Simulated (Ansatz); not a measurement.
Born–Oppenheimer molecular dynamics of CH9NOSi2 (14 atoms, charge 0, multiplicity 1). It starts from a rough guess of a transition structure, not a stationary point.

These are results of UKS B3LYP-D4/STO-3G in Ansatz, not measurements.

```yaml
ensemble: NVE (velocity Verlet)
time_step: 0.5 fs
steps_asked: 150
starting_velocities_drawn_for: 300 K
seed: 601435
```

Frames 0.5 fs apart, positions in Å, forces in eV/Å.

Velocities at 5.0 fs (Å/ps):

```
Si 9.33 7.65 -5.80
N -4.01 -10.65 0.90
O -6.35 -1.25 0.12
C 0.67 8.58 13.90
H -66.32 -78.24 27.53
H -3.32 10.76 -30.48
Si 0.17 -3.09 -2.95
H -13.57 -3.51 -0.69
H 6.31 2.25 7.60
H -7.19 -5.36 18.39
H -3.87 10.71 5.94
H -8.42 1.50 18.66
H -7.07 19.93 6.72
H -12.79 -19.37 9.92
```

```xyz
14
Properties=species:S:1:pos:R:3:forces:R:3 time_fs=5.0 energy_less_start_eV=-0.895 T=873
Si 0.115 -0.570 -0.145 4.66 3.46 -2.16
N 0.835 1.126 0.794 0.26 -0.72 -1.90
O -1.330 -0.811 0.557 -1.41 -0.31 0.36
C -0.836 -0.431 1.886 -1.51 -0.37 3.06
H -0.003 0.407 1.810 -1.08 -0.73 0.36
H 1.179 -1.525 0.232 -0.49 0.22 -0.15
Si -0.073 -0.124 -2.369 1.25 0.13 -0.10
H 1.919 1.115 0.953 -1.56 0.30 -0.88
H 0.543 2.091 0.337 1.04 -1.85 0.47
H -0.465 -1.371 2.405 -0.65 0.89 0.12
H -1.749 0.024 2.349 0.57 -0.59 0.69
H -1.422 -0.142 -2.835 -0.41 -0.33 -0.20
H 0.821 -1.019 -3.110 -0.59 0.16 0.07
H 0.412 1.216 -2.677 -0.07 -0.25 0.26
14
Properties=species:S:1:pos:R:3:forces:R:3 time_fs=5.5 energy_less_start_eV=-1.030 T=958
Si 0.120 -0.566 -0.148 4.31 3.60 -2.09
N 0.833 1.121 0.795 0.02 -0.64 -1.92
O -1.333 -0.812 0.557 -1.01 -0.16 0.57
C -0.836 -0.427 1.894 -2.62 -1.61 2.86
H -0.038 0.367 1.824 -0.09 0.23 0.32
H 1.177 -1.519 0.216 -0.36 0.09 -0.07
Si -0.073 -0.126 -2.370 0.93 0.09 0.12
H 1.910 1.113 0.952 -1.31 0.24 -0.84
H 0.547 2.090 0.341 0.99 -1.93 0.42
H -0.469 -1.373 2.415 -0.66 1.04 0.05
H -1.750 0.029 2.353 0.58 -0.59 0.69
H -1.427 -0.142 -2.826 -0.37 -0.34 -0.21
H 0.816 -1.009 -3.106 -0.43 -0.03 -0.08
H 0.406 1.206 -2.672 0.02 0.01 0.19
14
Properties=species:S:1:pos:R:3:forces:R:3 time_fs=6.0 energy_less_start_eV=-1.087 T=993
Si 0.125 -0.562 -0.151 3.91 3.75 -1.97
N 0.831 1.115 0.795 -0.28 -0.69 -1.91
O -1.337 -0.813 0.558 -0.62 -0.01 0.76
C -0.837 -0.423 1.901 -4.10 -3.17 2.64
H -0.072 0.327 1.839 1.32 1.58 0.23
H 1.174 -1.514 0.201 -0.21 -0.07 0.01
Si -0.073 -0.127 -2.372 0.57 0.05 0.33
H 1.899 1.113 0.949 -0.94 0.16 -0.77
H 0.554 2.084 0.346 0.87 -1.85 0.32
H -0.475 -1.372 2.424 -0.65 1.12 0.00
H -1.750 0.032 2.359 0.55 -0.55 0.69
H -1.432 -0.142 -2.817 -0.30 -0.35 -0.22
H 0.811 -0.999 -3.103 -0.25 -0.24 -0.26
H 0.400 1.196 -2.666 0.11 0.28 0.12
14
Properties=species:S:1:pos:R:3:forces:R:3 time_fs=6.5 energy_less_start_eV=-1.048 T=969
Si 0.131 -0.557 -0.154 3.46 3.88 -1.79
N 0.829 1.110 0.794 -0.62 -0.87 -1.87
O -1.340 -0.813 0.558 -0.24 0.13 0.92
C -0.838 -0.420 1.910 -5.83 -4.93 2.39
H -0.104 0.291 1.855 3.05 3.21 0.11
H 1.170 -1.508 0.185 -0.04 -0.23 0.09
Si -0.072 -0.129 -2.373 0.17 0.02 0.54
H 1.885 1.112 0.943 -0.45 0.07 -0.67
H 0.563 2.074 0.353 0.69 -1.63 0.17
H -0.483 -1.369 2.433 -0.61 1.10 0.00
H -1.748 0.034 2.366 0.47 -0.50 0.70
H -1.438 -0.143 -2.809 -0.21 -0.35 -0.21
H 0.805 -0.989 -3.100 -0.06 -0.45 -0.43
H 0.393 1.187 -2.660 0.20 0.55 0.04
14
Properties=species:S:1:pos:R:3:forces:R:3 time_fs=7.0 energy_less_start_eV=-0.955 T=914
Si 0.137 -0.552 -0.158 2.98 3.98 -1.57
N 0.827 1.104 0.794 -0.96 -1.18 -1.80
O -1.344 -0.814 0.558 0.13 0.25 1.06
C -0.840 -0.417 1.919 -7.45 -6.53 2.10
H -0.128 0.264 1.870 4.73 4.77 -0.02
H 1.167 -1.503 0.170 0.13 -0.38 0.17
Si -0.072 -0.130 -2.375 -0.22 0.00 0.72
H 1.869 1.112 0.936 0.12 -0.03 -0.53
H 0.574 2.060 0.359 0.45 -1.25 -0.04
H -0.492 -1.363 2.443 -0.56 0.98 0.03
H -1.746 0.034 2.375 0.34 -0.42 0.71
H -1.445 -0.145 -2.802 -0.10 -0.35 -0.19
H 0.799 -0.981 -3.099 0.13 -0.65 -0.60
H 0.388 1.179 -2.654 0.28 0.80 -0.03
14
Properties=species:S:1:pos:R:3:forces:R:3 time_fs=7.5 energy_less_start_eV=-0.914 T=892
Si 0.143 -0.547 -0.162 2.46 4.04 -1.32
N 0.825 1.098 0.793 -1.25 -1.61 -1.70
O -1.347 -0.815 0.559 0.48 0.37 1.17
C -0.844 -0.417 1.928 -8.35 -7.36 1.71
H -0.141 0.247 1.886 5.73 5.67 -0.11
H 1.163 -1.498 0.155 0.29 -0.52 0.24
Si -0.072 -0.132 -2.376 -0.58 0.01 0.87
H 1.855 1.112 0.928 0.73 -0.13 -0.38
H 0.585 2.043 0.366 0.16 -0.72 -0.30
H -0.502 -1.354 2.453 -0.48 0.74 0.10
H -1.742 0.034 2.385 0.15 -0.33 0.73
H -1.452 -0.148 -2.795 0.02 -0.35 -0.18
H 0.793 -0.974 -3.099 0.29 -0.81 -0.74
H 0.383 1.173 -2.648 0.34 1.00 -0.09
14
Properties=species:S:1:pos:R:3:forces:R:3 time_fs=8.0 energy_less_start_eV=-1.017 T=957
Si 0.149 -0.542 -0.165 1.94 4.02 -1.05
N 0.822 1.092 0.791 -1.43 -2.11 -1.55
O -1.351 -0.815 0.560 0.82 0.48 1.26
C -0.849 -0.417 1.938 -8.04 -6.99 1.23
H -0.140 0.244 1.902 5.56 5.47 -0.14
H 1.161 -1.495 0.141 0.43 -0.63 0.29
Si -0.072 -0.133 -2.377 -0.87 0.04 0.96
H 1.841 1.111 0.919 1.29 -0.24 -0.23
H 0.597 2.024 0.371 -0.16 -0.07 -0.60
H -0.514 -1.344 2.462 -0.38 0.39 0.22
H -1.738 0.033 2.397 -0.09 -0.22 0.76
H -1.459 -0.152 -2.788 0.14 -0.34 -0.15
H 0.788 -0.969 -3.100 0.42 -0.94 -0.85
H 0.378 1.169 -2.642 0.38 1.13 -0.14
14
Properties=species:S:1:pos:R:3:forces:R:3 time_fs=8.5 energy_less_start_eV=-1.246 T=1100
Si 0.156 -0.536 -0.169 1.42 3.92 -0.76
N 0.820 1.085 0.790 -1.44 -2.63 -1.35
O -1.354 -0.816 0.561 1.13 0.58 1.33
C -0.857 -0.419 1.948 -6.61 -5.54 0.69
H -0.126 0.254 1.917 4.28 4.28 -0.14
H 1.159 -1.494 0.127 0.54 -0.70 0.34
Si -0.071 -0.135 -2.379 -1.08 0.09 0.98
H 1.831 1.110 0.909 1.72 -0.34 -0.10
H 0.609 2.005 0.376 -0.48 0.63 -0.91
H -0.526 -1.332 2.473 -0.26 -0.04 0.37
H -1.735 0.031 2.411 -0.35 -0.10 0.78
H -1.466 -0.157 -2.782 0.26 -0.33 -0.13
H 0.785 -0.967 -3.104 0.49 -1.00 -0.90
H 0.375 1.168 -2.637 0.39 1.18 -0.18
14
Properties=species:S:1:pos:R:3:forces:R:3 time_fs=9.0 energy_less_start_eV=-1.495 T=1257
Si 0.162 -0.529 -0.173 0.94 3.74 -0.47
N 0.817 1.078 0.788 -1.24 -3.07 -1.14
O -1.357 -0.816 0.562 1.42 0.66 1.39
C -0.865 -0.422 1.958 -4.65 -3.56 0.18
H -0.102 0.274 1.931 2.44 2.61 -0.15
H 1.159 -1.494 0.114 0.60 -0.72 0.36
Si -0.071 -0.136 -2.380 -1.18 0.17 0.93
H 1.826 1.108 0.900 1.93 -0.43 -0.01
H 0.619 1.988 0.378 -0.76 1.28 -1.19
H -0.539 -1.321 2.484 -0.13 -0.52 0.53
H -1.732 0.030 2.427 -0.61 0.01 0.79
H -1.472 -0.162 -2.776 0.36 -0.31 -0.11
H 0.782 -0.966 -3.110 0.50 -1.00 -0.90
H 0.373 1.170 -2.632 0.37 1.14 -0.21
14
Properties=species:S:1:pos:R:3:forces:R:3 time_fs=9.5 energy_less_start_eV=-1.677 T=1374
Si 0.169 -0.523 -0.177 0.51 3.46 -0.18
N 0.813 1.071 0.786 -0.84 -3.30 -0.96
O -1.360 -0.816 0.563 1.68 0.74 1.45
C -0.874 -0.426 1.968 -2.75 -1.63 -0.26
H -0.071 0.301 1.946 0.64 0.99 -0.18
H 1.160 -1.496 0.102 0.62 -0.69 0.37
Si -0.071 -0.138 -2.381 -1.17 0.26 0.81
H 1.824 1.105 0.890 1.89 -0.51 0.04
H 0.628 1.973 0.377 -0.97 1.76 -1.39
H -0.552 -1.311 2.496 0.01 -0.98 0.69
H -1.731 0.028 2.445 -0.81 0.10 0.76
H -1.477 -0.168 -2.770 0.44 -0.29 -0.10
H 0.780 -0.968 -3.118 0.45 -0.93 -0.85
H 0.371 1.174 -2.627 0.32 1.02 -0.22
14
Properties=species:S:1:pos:R:3:forces:R:3 time_fs=10.0 energy_less_start_eV=-1.769 T=1435
Si 0.176 -0.516 -0.181 0.13 3.10 0.10
N 0.810 1.062 0.784 -0.28 -3.22 -0.84
O -1.363 -0.817 0.565 1.91 0.81 1.51
C -0.884 -0.430 1.978 -1.25 -0.06 -0.58
H -0.040 0.330 1.960 -0.83 -0.31 -0.24
H 1.162 -1.500 0.091 0.58 -0.61 0.36
Si -0.072 -0.139 -2.382 -1.06 0.36 0.64
H 1.827 1.100 0.880 1.60 -0.57 0.06
H 0.634 1.963 0.373 -1.08 1.94 -1.45
H -0.566 -1.304 2.510 0.13 -1.36 0.80
H -1.732 0.026 2.465 -0.94 0.16 0.68
H -1.482 -0.175 -2.764 0.49 -0.27 -0.09
H 0.780 -0.973 -3.127 0.35 -0.81 -0.74
H 0.371 1.181 -2.623 0.25 0.83 -0.21
14
Properties=species:S:1:pos:R:3:forces:R:3 time_fs=10.5 energy_less_start_eV=-1.792 T=1451
Si 0.183 -0.509 -0.185 -0.18 2.67 0.37
N 0.806 1.054 0.781 0.37 -2.80 -0.84
O -1.365 -0.817 0.567 2.10 0.86 1.57
C -0.894 -0.434 1.987 -0.19 1.06 -0.75
H -0.010 0.358 1.973 -1.89 -1.25 -0.30
H 1.166 -1.504 0.081 0.50 -0.48 0.34
Si -0.072 -0.141 -2.382 -0.86 0.47 0.41
H 1.835 1.095 0.870 1.12 -0.60 0.05
H 0.638 1.958 0.366 -1.09 1.79 -1.35
H -0.578 -1.300 2.526 0.20 -1.59 0.82
H -1.735 0.025 2.486 -0.97 0.18 0.55
H -1.484 -0.183 -2.759 0.52 -0.25 -0.08
H 0.780 -0.979 -3.139 0.20 -0.64 -0.58
H 0.370 1.190 -2.620 0.16 0.59 -0.21
```

Of the whole run (75 fs, mean temperature of the second half 1072 K): The conserved energy stayed within 0.98 meV per atom of its start (net change -0.57 meV per atom), so the integration is sound. The system heated up, since it started high on the potential surface and ran downhill. A run of 0.075 ps of so small a system gives no equilibrium averages. The orbitals stay closed-shell, which can raise the energy where a bond breaks towards radicals; this wasn't checked here. Limits of this set-up: minimal basis.

The run took 9.6 min on 1 thread of Arm Neoverse V2, with other jobs on the host, peak memory 0.16 GiB.
